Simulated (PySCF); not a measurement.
CH6O3Sn, SMILES [OH][Sn]([CH3])([OH])[OH] (connectivity only; charge and spin as stated), charge +1, multiplicity 2. Atoms are numbered in the order given.

```xyz
11

O      1.7912     0.6863     0.5106
Sn     0.0000     0.0000     0.1317
O     -0.3012    -1.8944     0.5106
O     -1.4900     1.2080     0.5106
C      0.0000     0.0000    -2.2758
H      1.8408     1.6394     0.7103
H      0.4993    -2.4139     0.7103
H     -2.3401     0.7745     0.7103
H      1.0526     0.2610    -2.4387
H     -0.7523     0.7811    -2.4387
H     -0.3003    -1.0421    -2.4387
```
Charge +1, spin multiplicity 2.

Geometry optimised at B3LYP-D3(BJ)/def2-SVP. The def2 effective core potentials stand for the cores of Sn; spin–orbit coupling is left out. One conformer was computed; it need not be the lowest.

The numbers are results of B3LYP/def2-TZVP run with PySCF, not measurements.

Isolated molecule, no solvent.

```yaml
total_energy: -481.58756 hartree
point_group: C3
"α spin, highest occupied and lowest empty level": -13.78 and -7.71 eV
"β spin, highest occupied and lowest empty level": -14.02 and -11.08 eV
dipole_moment_about_the_centre_of_nuclear_charge: 0.589 e·Å
mean_static_polarisability: 67.2 bohr³ (9.95 Å³)
polarisability_principal_values: 66.4, 66.4, 68.7 bohr³
"⟨S²⟩": 0.760 (pure state 0.75)
```
